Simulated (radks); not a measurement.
Values are calculated unless marked as measured or tabulated.
Task: The aluminium ion Al3+, configuration [He] 2s1.5 2p6 3d0.5 (fractional occupations, a model configuration). Level of theory: scalar-relativistic Kohn-Sham, PBE, spin-polarised, spherical densities, finite nucleus; open shells are filled with parallel spins first; Fermi nuclear charge, rms radius 3.061 fm (a radial shooting solver on a logarithmic mesh with Libxc functionals). Some entries of the table are withheld. Estimate them.

orbital  occ.  eigenvalue (eV)  <r> (bohr)  r(max) (bohr)
1s up       1        -1561.433      0.1201            (1)
1s down     1        -1560.674      0.1201            (2)
2s up       1        -153.5729         (3)         0.4923
2s down   0.5        -151.9497         (4)         0.4926
2p up       3        -115.2561      0.5832         0.4228
2p down     3        -113.7932      0.5838         0.4224
3d up     0.5         -19.7379         (5)          2.219

Result: 
(1) 1s up r(max) (bohr): 0.07832
(2) 1s down r(max) (bohr): 0.07834
(3) 2s up <r> (bohr): 0.6140
(4) 2s down <r> (bohr): 0.6150
(5) 3d up <r> (bohr): 2.594
